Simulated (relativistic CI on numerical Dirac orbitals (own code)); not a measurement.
Rh37+: what numerical and physical settings do to a radial Dirac CI calculation

Reference input:

```
atom Rh  Z=45  charge=37  electrons=8
nucleus A=103  rms_radius_fm=4.4945
hamiltonian dirac-coulomb  breit=on  qed=on  c_scale=1
orbitals kli  potential=per-configuration
slater_scale 1
correlation none
mixing on
grid step=0.0125 r_max=3.3
scf mixing=0.4 start=green max_iterations=150 tolerance=2e-08 node_fill=0.05
configurations
  [He] 2s2 2p4
  [He] 2s 2p5
  [He] 2p6
end
```

Computed lowest total energy -3379.95910 Ha, first excitation 229506.2 cm⁻¹, 25 SCF steps. Runs with settings changed; * marks those that are bad on purpose (the QED terms keep the true α when c is scaled):

```csv
Changed,Outcome,Lowest level,ΔE (Ha),First excitation (cm⁻¹),SCF steps,Message
"Slater scale 1.2, speed of light × 2, iteration limit 30",converged,2s2 2p4 3P_2,64.4,180115.8,25,
"end of the grid at 4.95 bohr, node fill of the KLI weights 0.5",converged,2s2 2p4 3P_2,-0.00491,229206.1,26,
end of the grid at 1.65 bohr,converged,2s2 2p4 3P_2,-2.77e-11,229506.2,25,
node fill of the KLI weights 0.2,converged,2s2 2p4 3P_2,-0.00251,229391.7,24,
end of the grid at 0.82 bohr *,not converged,,,,8,orbital 2s not found
nuclear radius 44.945 fm *,converged,2s2 2p4 3P_2,5.94,229017.9,25,
```
